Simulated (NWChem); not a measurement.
Isomers of C$_{2}$H$_{5}$BO$_{2}$, each optimised at PBE0/def2-SVP with NWChem, gas phase unless a solvent is named. Flexible species stand in one conformer each, which need not be the lowest. Pople sets run with spherical d functions. Relative energies count from the lowest isomer at each level and are electronic, without zero-point energy, on those geometries. Shieldings are non-relativistic GIAO values without spin-orbit effects.

A: OB(C)C=O
B: BOC(C)=O
C: CB1OCO1
D: C=CB(O)O

```csv
quantity,A,B,C,D
"relative energy, r2SCAN/def2-TZVP (kcal/mol)",32.7,(withheld),14.5,0.0
"relative energy, LDA (Slater exchange, VWN5)/def2-TZVP (kcal/mol)",32.7,(withheld),10.1,0.0
"11B shift against boron trifluoride, B3LYP/6-31G* (ppm)",22.1,(withheld),26.3,14.1
```

**Question.** Fill in the missing entries.

**Answer.** 
- relative energy, r2SCAN/def2-TZVP (kcal/mol), B: 37.3
- relative energy, LDA (Slater exchange, VWN5)/def2-TZVP (kcal/mol), B: 38.0
- 11B shift against boron trifluoride, B3LYP/6-31G* (ppm), B: 36.0
